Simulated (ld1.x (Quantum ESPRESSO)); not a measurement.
**bismuth: one change to a TM potential, before and after**

| Item | Value |
| --- | --- |
| Element | Bi (Z = 83) |
| Generator | ld1.x (Quantum ESPRESSO) 7.5 |
| Type | norm-conserving Troullier–Martins (Kleinman–Bylander form) |
| Functional | PBE |
| Relativity | scalar-relativistic |
| Frozen core | [Xe] 4f14 |
| Valence charge | 15 |
| Reference configuration | 5d10 6s2 6p3 |
| Partial waves | 6s (bound): rc 1.80 bohr; 6p (bound): rc 2.10 bohr; 5d (bound): rc 1.15 bohr |
| Local potential | the d channel |
| Core correction | none |

All-electron outer shells of the reference configuration (PBE, scalar-relativistic, ld1.x):

```json
{"shell": "4f", "level (eV)": "-152.59", "outermost node (bohr)": "–", "outermost maximum (bohr)": "0.34"}
{"shell": "5p", "level (eV)": "-95.86", "outermost node (bohr)": "0.48", "outermost maximum (bohr)": "0.86"}
{"shell": "5d", "level (eV)": "-27.08", "outermost node (bohr)": "0.51", "outermost maximum (bohr)": "1.03"}
{"shell": "6s", "level (eV)": "-14.48", "outermost node (bohr)": "0.98", "outermost maximum (bohr)": "1.88"}
{"shell": "6p", "level (eV)": "-4.57", "outermost node (bohr)": "1.14", "outermost maximum (bohr)": "2.44"}
```

Change: wave 6p (bound): rc 2.10 bohr becomes 6p (bound): rc 3.10 bohr.

Cutoffs: the cutoffs (Ry, on a coarse ladder) from which the occupation-weighted sum of valence levels, in a spherical-Bessel basis at the reference potential, stays within 10 and 1 mRy of its value at 400 Ry; they do not see the model core or the augmentation charge, which bear on the density cutoff. Errors are all-electron minus pseudo energies relative to the spin-unpolarised reference configuration.

**Question.** What does the change do?

**Answer.** The potential gets neither clearly harder nor softer (90 Ry and 120 Ry → 90 Ry and 120 Ry); both files keep a bound ghost (p, s); of the 6 tests that both files solve, the error grows in 3 and shrinks in 2 by more than 15 % and 0.3 meV (median size 10.5 → 12.9 meV).

```csv
quantity,base,changed
"cutoff, loose",90 Ry,90 Ry
"cutoff, tight",120 Ry,120 Ry
bound ghosts,"s, p","s, p"
"tests counted (converged, no solver errors)",6 of 7,6 of 7
"error for 5d10 6s2 6p2, meV [ΔE 7.91 eV]",-6.8,-8.4
"error for 5d10 6s2 6p1, meV [ΔE 23.16 eV]",-19,-30
"error for 5d10 6s2 6p0, meV [ΔE 46.50 eV]",-12,-55
"error for 5d10 6s1 6p4, meV [ΔE 10.08 eV]",-8.7,-1.1
"error for 5d10 6s2 6p3.3, meV [ΔE -1.09 eV]",+0.3,+0.2
"error for 5d10 6s1 6p3, meV [ΔE 18.73 eV]",-22,-17
```

Base: Tests not counted: 5d9 6s2 6p3 (solver errors, printed error -37.5 eV). Changed file: Tests not counted: 5d9 6s2 6p3 (solver errors, printed error -37.6 eV). A true bound ghost makes a file unfit for plane-wave use even where its test errors are small: the radial tests pick states by their node count and pass the ghost by. Where a test does run into it, the solver fails or the error is huge.
